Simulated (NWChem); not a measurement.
Everything below was run with NWChem. System: OTe, charge 0, spin multiplicity 3, at a geometry optimised with UPBE0/def2-SVP with def2 effective core potentials on Te. The structure started from a generated list of species. Its SCF solution wasn't tested for a lower state. Level: UPBE/def2-SVP with def2 effective core potentials on Te.

Part of the output:

```
             Northwest Computational Chemistry Package (NWChem) 7.3.0
             --------------------------------------------------------

                                NWChem Input Module
                                -------------------

 Scaling coordinates for geometry "geometry" by  1.889725989
 (inverse scale =  0.529177249)

 Turning off AUTOSYM since
 SYMMETRY directive was detected!

                             Geometry "geometry" -> ""
                             -------------------------

 Output coordinates in angstroms (scale by  1.889725989 to convert to a.u.)

  No.       Tag          Charge          X              Y              Z
 ---- ---------------- ---------- -------------- -------------- --------------
    1 O                    8.0000     0.00000000     0.00000000     1.60377200
    2 Te                  52.0000     0.00000000     0.00000000    -0.24673400

 Effective nuclear repulsion energy (a.u.)     118.9608331904

            Nuclear Dipole moment (a.u.)
            ----------------------------
        X                 Y               Z
 ---------------- ---------------- ----------------
     0.0000000000     0.0000000000     0.0000151178

      Symmetry information
      --------------------

 Group name             C2v
 Group number             16
 Group order               4
 No. of unique centers     2

      Symmetry unique atoms

     1    2


 Summary of "ao basis" -> "" (spherical)
 ------------------------------------------------------------------------------
       Tag                 Description            Shells   Functions and Types
 ---------------- ------------------------------  ------  ---------------------
 *                          def2-svp                  on all atoms

 Summary of "ao basis" -> "ao basis" (spherical)
 ------------------------------------------------------------------------------
       Tag                 Description            Shells   Functions and Types
 ---------------- ------------------------------  ------  ---------------------
 O                          def2-svp                 6       14   3s2p1d
 Te                         def2-svp                10       26   4s4p2d

 Summary of "ao basis" -> "ao basis" (spherical)
 ------------------------------------------------------------------------------
       Tag                 Description            Shells   Functions and Types
 ---------------- ------------------------------  ------  ---------------------
[...]
     8      0.343893  1 O  py                29      0.294274  2 Te py
    23     -0.148139  2 Te py                20     -0.115728  2 Te py
    37      0.072524  2 Te d -1              32     -0.057973  2 Te d -1

 Vector   16  Occ=0.000000D+00  E=-1.556051D-01  Symmetry=b2
              MO Center=  5.3D-18,  1.2D-16,  3.2D-01, r^2= 2.6D+00
   Bfn.  Coefficient  Atom+Function         Bfn.  Coefficient  Atom+Function
  ----- ------------  ---------------      ----- ------------  ---------------
    26      0.507036  2 Te py                29      0.463060  2 Te py
     5     -0.425964  1 O  py                 8     -0.355168  1 O  py
    23     -0.192362  2 Te py                20     -0.148906  2 Te py
    37     -0.078645  2 Te d -1              32      0.056970  2 Te d -1

 Vector   17  Occ=0.000000D+00  E=-1.556051D-01  Symmetry=b1
              MO Center=  1.3D-16, -6.6D-17,  3.2D-01, r^2= 2.6D+00
   Bfn.  Coefficient  Atom+Function         Bfn.  Coefficient  Atom+Function
  ----- ------------  ---------------      ----- ------------  ---------------
    25      0.507036  2 Te px                28      0.463060  2 Te px
     4     -0.425964  1 O  px                 7     -0.355168  1 O  px
    22     -0.192362  2 Te px                19     -0.148906  2 Te px
    39      0.078645  2 Te d  1              34     -0.056970  2 Te d  1

 Vector   18  Occ=0.000000D+00  E=-5.134278D-02  Symmetry=a1
              MO Center= -5.6D-16, -5.6D-16,  1.6D-03, r^2= 3.1D+00
   Bfn.  Coefficient  Atom+Function         Bfn.  Coefficient  Atom+Function
  ----- ------------  ---------------      ----- ------------  ---------------
    30      0.821899  2 Te pz                 3     -0.447779  1 O  s
    27      0.378467  2 Te pz                 6      0.375257  1 O  pz
     9      0.362448  1 O  pz                18      0.280372  2 Te s
    17      0.220709  2 Te s                 38     -0.162176  2 Te d  0
    24     -0.150689  2 Te pz                33      0.151325  2 Te d  0

   alpha - beta orbital overlaps
   -----------------------------

   alpha      1      2      3      4      5      6      7      8      9     10
    beta      1      2      3      5      4      6      8      7      9     10
 overlap   1.000  1.000  1.000  1.000  1.000  1.000  1.000  1.000  1.000  1.000

   alpha     11     12     13     14     15     16     17     18     19     20
    beta     11     12     13     15     14     16     17     18     19     23
 overlap   0.999  0.999  1.000  0.997  0.997  0.998  0.998  1.000  1.000  1.000

   alpha     21     22     23     24     25     26     27     28     29     30
    beta     24     20     21     22     26     25     27     28     30     29
 overlap   1.000  1.000  1.000  1.000  0.999  0.999  1.000  1.000  1.000  1.000

   alpha     31     32     33     34     35     36     37     38     39     40
    beta     31     32     33     34     35     36     37     38     39     40
 overlap   1.000  1.000  1.000  1.000  1.000  1.000  1.000  1.000  1.000  1.000

     --------------------------
     Expectation value of S2:
     --------------------------
      <S2> =      2.0028 (Exact =     2.0000)

 center of mass
 --------------
 x =   0.00000000 y =   0.00000000 z =  -0.08289590

 moments of inertia (a.u.)
 ------------------
         174.153390426011           0.000000000000           0.000000000000
           0.000000000000         174.153390426011           0.000000000000
           0.000000000000           0.000000000000           0.000000000000

     Multipole analysis of the density
     ---------------------------------

     L   x y z        total         alpha         beta         nuclear
     -   - - -        -----         -----         ----         -------
     0   0 0 0     -0.000000    -17.000000    -15.000000     32.000000

     1   1 0 0     -0.000000     -0.000000     -0.000000      0.000000
     1   0 1 0     -0.000000     -0.000000     -0.000000      0.000000
     1   0 0 1     -1.040738     -7.654980     -6.441043     13.055285

     2   2 0 0    -22.788697    -13.639103     -9.149594      0.000000
     2   1 1 0     -0.000000     -0.000000     -0.000000      0.000000
     2   1 0 1     -0.000000     -0.000000     -0.000000      0.000000
     2   0 2 0    -22.788697    -13.639103     -9.149594      0.000000
     2   0 1 1     -0.000000     -0.000000     -0.000000      0.000000
     2   0 0 2    -24.613145    -56.613182    -46.698154     78.698190

 Task  times  cpu:        1.6s     wall:        1.6s

 Total times  cpu:        1.6s     wall:        1.6s
```

Question: Write an NWChem input that would produce this output.

Answer: Several could match; the one computed here: 
```
start mol
memory heap 200 mb stack 900 mb global 1100 mb
geometry units angstroms nocenter noautoz
  O      0.000000     0.000000     1.603772
  Te     0.000000     0.000000    -0.246734
  symmetry group C2v
end
basis spherical
  * library def2-svp
end
ecp
  Te library def2-ecp
end
dft
  xc xpbe96 cpbe96
  odft
  mult 3
  semidirect memsize 60000000 filesize 0
  iterations 100
end
task dft energy
```
